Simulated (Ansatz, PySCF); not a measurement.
Dimer: CH2O (SMILES C=O) (first 4 atoms) with C2H3N (SMILES CC#N); geometry from B3LYP-D3(BJ)/def2-TZVP.
(charge 0, multiplicity 1):
```xyz
10

C     -0.4693    -0.4553     0.1650
O      0.6649    -0.0557     0.1357
H     -0.7102    -1.5294     0.2560
H     -1.3338     0.2294     0.1021
C      1.2174     0.4143     3.3528
C     -0.1474    -0.0736     3.2675
N     -1.2242    -0.4622     3.1573
H      1.2377     1.4018     3.8140
H      1.8260    -0.2675     3.9469
H      1.6310     0.4796     2.3449
```

Monomers are frozen at their geometry in the pair; levels with a basis set take the counterpoise correction.

Codes used: Ansatz (Gaussian basis) for Hartree–Fock, density functionals and correlated methods; PySCF for the dispersion terms. Values without a source in brackets are computed.

Q: One of these levels gives -4.90 kcal/mol for the interaction energy. Which one is it?
A. B3LYP/def2-TZVPPD
B. revPBE-D3(BJ)/def2-TZVPPD
C. BLYP/def2-TZVPPD
D. r2SCAN-D3(BJ)/def2-TZVPPD

A: D, r2SCAN-D3(BJ)/def2-TZVPPD. The others give -1.74 (BLYP/def2-TZVPPD), -4.16 (revPBE-D3(BJ)/def2-TZVPPD), -2.58 (B3LYP/def2-TZVPPD)

Ansatz is a first-principles code.
